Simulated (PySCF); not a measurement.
## Two-component Hartree-Fock for Hf (hafnium, neutral)

Start: [Xe] 4f14 5d2 6s1 6p1; 5d5/2 filled at m_j = +3/2, +5/2; 6s1/2 filled at m_j = +1/2; 6p3/2 filled at m_j = +3/2. Calculated with PySCF 2.14 in x2c-TZVPall-2c (11s11p10d2f, 108 functions): generalised Hartree-Fock with the X2C-1e Hamiltonian and a Gaussian nucleus; spin-orbit coupling (SO) screened by Boettger's factors. This is a chosen level, not necessarily the ground level.

```tsv
spinor shell	electrons	ε, screened SO (eV)	weight of nominal j (screened SO)	rms radius, screened SO (bohr)
1s1/2	2	-65675.0	1.000	0.0215
2s1/2	2	-11367.8	1.000	0.0869
2p1/2	2	-10837.1	1.000	0.0740
2p3/2	4	-9639.8	1.000	0.0812
3s1/2	2	-2650.4	1.000	0.222
3p1/2	2	-2415.3	1.000	0.214
3p3/2	4	-2154.1	1.000	0.228
3d3/2	4	-1760.5	1.000	0.202
3d5/2	6	-1704.1	1.000	0.206
4s1/2	2	-565.43	1.000	0.498
4p1/2	2	-467.72	1.000	0.508
4p3/2	4	-407.43	1.000	0.541
4d3/2	4	-246.29	1.000	0.571
4d5/2	6	-235.00	1.000	0.583
5s1/2	2	-81.625	1.000	1.22
5p1/2	2	-50.648	0.988	1.37
5p3/2	4	-42.860	0.994	1.48
4f5/2	6	-33.366	0.994	0.743
4f7/2	8	-31.694	0.996	0.750
6s1/2	1	-9.170	0.997	3.74
5d5/2	2	-8.656	0.872	2.67
6p3/2	1	-4.808	1.000	4.95
```

| quantity | screened SO |
| --- | --- |
| E (hartree) | -15082.71686 |
| M_J | 6 |
| ⟨J²⟩ | 42.017 |
| ⟨L²⟩ | 20.168 |
| ⟨S²⟩ | 6.102 |

Each row is a mean over spinors that exchange with the open shell spreads, by up to 4.271 eV (5p3/2).

Rows whose weight is well below 1 are mixtures of j = l ± 1/2: exchange outweighs spin-orbit coupling there, and the label is only the starting occupation.

Breit and QED terms are absent; they matter most for the inner s and p1/2 levels.

Densities and radii are taken from the X2C orbitals without a picture-change correction, which distorts them close to the nucleus.
